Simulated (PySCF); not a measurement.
yttrium atom (Y), doublet (typed; the unrestricted solution is spin-contaminated) (core potentials on Y); PBE0/def2-TZVP run with PySCF.

PySCF was given this input:
```python
from pyscf import gto, scf, dft

mol = gto.M(
    atom='''
Y     0.00000000    0.00000000    0.00000000
''',
    basis='def2-tzvp',
    ecp={'Y': 'def2-tzvp'},
    spin=1,
    verbose=3,
)

mf = dft.UKS(mol)
mf.xc = 'pbe0'
mf.kernel()
mf.analyze()
```

Q: Write the output that PySCF gives for this input, abridged.

A: 
```
converged SCF energy = -38.2072710634832  <S^2> = 0.88145098  2S+1 = 2.1273937
**** MO energy ****
                             alpha | beta                alpha | beta
MO #1   energy= -1.91776976283136  | -1.90224372797572  occ= 1 | 1
MO #2   energy= -1.11232890911586  | -1.11011813908104  occ= 1 | 1
MO #3   energy= -1.11153049762636  | -1.08190177484647  occ= 1 | 1
MO #4   energy= -1.11153026342119  | -1.08190121015681  occ= 1 | 1
MO #5   energy= -0.173362808914028 | -0.164184512417899 occ= 1 | 1
MO #6   energy= -0.142522277891542 | -0.0434055981738297 occ= 1 | 0
MO #7   energy= -0.0478396541232439 | -0.0405129897821703 occ= 0 | 0
MO #8   energy= -0.0476316261106366 | -0.040441488878214 occ= 0 | 0
MO #9   energy= -0.0476312784496214 | -0.0404410807663723 occ= 0 | 0
MO #10  energy= -0.0395126520217228 | -0.0264260536491483 occ= 0 | 0
MO #11  energy= -0.0379736453085633 | -0.0222596743603692 occ= 0 | 0
MO #12  energy= -0.0379733899956016 | -0.0222591398494438 occ= 0 | 0
MO #13  energy= -0.0305648017912448 | -0.0116010491907872 occ= 0 | 0
MO #14  energy= 0.0604319032854197 | 0.0665165090223532 occ= 0 | 0

Dipole moment(X, Y, Z, Debye):  0.00000, -0.00000,  0.00000
```
